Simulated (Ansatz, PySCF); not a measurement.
This PySCF input computes a PBE/def2-TZVPD energy:

```python
from pyscf import gto, scf, dft

mol = gto.M(
    atom='''
    Si    0.00510421    0.00435377    0.85536082
    Br    1.04707150   -1.56691927   -0.16935531
    Br   -1.04911318    1.56517777   -0.17278902
    ''',
    basis='def2-tzvpd',
    charge=1,
    spin=1,
    verbose=4,
)

mf = dft.UKS(mol, xc='pbe').density_fit(auxbasis='def2-universal-jkfit')
mf.grids.level = 3
mf.conv_tol = 1e-9
mf.max_cycle = 100
mf.max_memory = 1500
mf.kernel()
if not mf.converged:
    mf = mf.newton()
    mf.kernel(mf.make_rdm1())
for _ in range(2):
    mo, _, stable, _ = mf.stability(return_status=True)
    if stable:
        break
    mf.kernel(mf.make_rdm1(mo, mf.mo_occ))
mf.analyze()
```

**Question.** Write an input for the same energy in Ansatz (a program for electronic structure) and say what it gives.

**Answer.** 
Ansatz 0.2 input:
```yaml
crystal:
  periodic: [false, false, false]
  atoms:
    - {symbol: Si, position_ang: [0.00510421, 0.00435377, 0.85536082]}
    - {symbol: Br, position_ang: [1.04707150, -1.56691927, -0.16935531]}
    - {symbol: Br, position_ang: [-1.04911318, 1.56517777, -0.17278902]}
basis:
  gaussian:
    orbitals: def2-TZVPD
hamiltonian:
  xc: {name: PBE}
total_charge: 1
magnetization: {spin_polarized: true, initial_magnetization: 1}
output: {forces: true}
```
It gives -5436.62868 Eh, and PySCF -5436.62870 Eh, a difference of 0.02 mEh, from the treatment of integrals and grids.
